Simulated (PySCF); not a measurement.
# Exercise with solution: chemical shift, span and skew from a shielding tensor

C3H6FNSi, SMILES N1([SiH3])C(F)=CC1. Atoms are numbered in the order given.

```xyz
12

F     -0.5457     1.8820     0.6172
C     -0.7862     0.5946     0.4717
C     -1.7036    -0.2884     0.9101
C     -0.9364    -1.3418     0.1182
N     -0.0039    -0.2434    -0.3184
Si     1.6814    -0.2812    -0.7836
H     -2.6192    -0.2706     1.4898
H     -1.4605    -1.7946    -0.7383
H     -0.4262    -2.1174     0.7126
H      2.6310    -0.4842     0.3560
H      1.8188    -1.4244    -1.7265
H      2.0111     1.0072    -1.4496
```

Geometry optimised at B3LYP-D3(BJ)/def2-SVP. The structure was generated by enumeration, and PubChem lists no compound with its InChIKey, so it may never have been made.

GIAO shieldings from PySCF with PBE/pcSseg-1, non-relativistic, no solvent. The symmetric part of the tensor of F1 has the principal values 121.9, 265.0, 304.5 ppm. The same nucleus in CFCl3 has σ = 133.6 ppm at this level (PySCF, at its B3LYP-D3(BJ)/def2-TZVP geometry).

Question: Work out the isotropic shielding, the ¹⁹F shift against CFCl3, the span and the skew.

Answer: 
σ(iso) = (σ11 + σ22 + σ33)/3 = 230.5 ppm. δ = σ(ref) − σ(iso) = 133.6 − (230.5) = -96.9 ppm.
Span Ω = σ33 − σ11 = 182.6 ppm. Skew κ = 3(σ(iso) − σ22)/Ω = -0.57. Tumbling in solution averages the tensor to δ; in a static solid the shielding alone would spread this spin-1/2 line over Ω.
